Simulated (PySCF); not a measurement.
A side-by-side comparison of computed properties.

First species: C5H8OSi2.
InChI=1S/C5H8OSi2/c1-2-5(3-4-5)8-6-7/h1,3-4H,8H2,7H3

Second species: C6H10F3OP.
Atom-mapped SMILES: `[O:1]=[P@@H:2]([CH2:3][C:4]([F:5])([F:6])[F:7])[CH:8]1[CH2:9][CH2:10][CH2:11]1` (hydrogens: H12 on P2; H13, H14 on C3; H15 on C8; H16, H17 on C9; H18, H19 on C10; H20, H21 on C11)

Structure used (GFN2-xTB), in Å, numbered top down from 1:
```
atom  x, y, z in Å
O1    -0.3710   -0.8443    1.5642
P2    -0.5469   -0.6555    0.1305
C3    -1.9425    0.4856   -0.3001
C4    -3.1449   -0.0595    0.4245
F5    -3.1525    0.2384    1.7200
F6    -4.3065    0.3993   -0.0781
F7    -3.1995   -1.3986    0.3228
C8     0.8896    0.0229   -0.7766
C9     1.5536    1.1515    0.0269
C10    2.6056    0.1483    0.5194
C11    2.1109   -0.8721   -0.5147
H12   -0.8760   -1.8100   -0.5771
H13   -1.7319    1.4949    0.0597
H14   -2.1435    0.5034   -1.3706
H15    0.6415    0.2278   -1.8177
H16    1.9632    1.9424   -0.5985
H17    0.9336    1.5928    0.8075
H18    3.6432    0.4591    0.4202
H19    2.4181   -0.1749    1.5400
H20    1.8801   -1.8647   -0.1249
H21    2.7668   -0.9699   -1.3778
```

Levels: PBE0/pcSseg-1 for dipole moment, HOMO energy, LUMO energy and HOMO–LUMO gap; GFN2-xTB for rotational constant A and rotational constant C. Geometries: GFN2-xTB. All species are isolated and taken at one optimised geometry, non-relativistic unless stated; the electronic structure was computed with PySCF and density fitting.

Dipoles, sizes and rotational constants follow the conformer. The torsions of the flexible species, by atom-mapped SMILES:
- `[CH:1]#[C:2][C:3]1([SiH2:4][O:5][SiH3:6])[CH:7]=[CH:8]1`: C2–C3–Si4–O5 178°, C3–Si4–O5–Si6 -42°
- `[O:1]=[P@@H:2]([CH2:3][C:4]([F:5])([F:6])[F:7])[CH:8]1[CH2:9][CH2:10][CH2:11]1`: O1–P2–C3–C4 -53°, P2–C3–C4–F5 78°, O1–P2–C8–C9 -42°

| property | column X | column Y |
| --- | --- | --- |
| dipole moment | 1.50 D | 5.12 D |
| HOMO energy | -7.33 eV | -7.96 eV |
| LUMO energy | -0.57 eV | 0.69 eV |
| HOMO–LUMO gap | 6.76 eV | 8.65 eV |
| rotational constant A | 3.281 GHz | 2.464 GHz |
| rotational constant C | 0.701 GHz | 0.481 GHz |

**Question.** Which column belongs to which species?

**Answer.** Column X is the first species and column Y the second. The first has 16 atoms and 74 electrons, the second 21 and 96.

**Question.** How does each property change from the first species to the second?

**Answer.** dipole moment +3.62 D; HOMO energy -0.63 eV; LUMO energy +1.26 eV; HOMO–LUMO gap +1.89 eV; rotational constant A -0.817 GHz; rotational constant C -0.220 GHz.

On the first: A dipole of 1.50 D is allowed in C1, and pure rotational transitions are dipole-allowed. In atomic units the dipole is 0.59 e·bohr (1 au = 2.5417 D). GFN2-xTB frequencies show an imaginary mode (27i cm⁻¹), so this geometry is no minimum at that level.

On the second: In atomic units the dipole is 2.01 e·bohr (1 au = 2.5417 D).
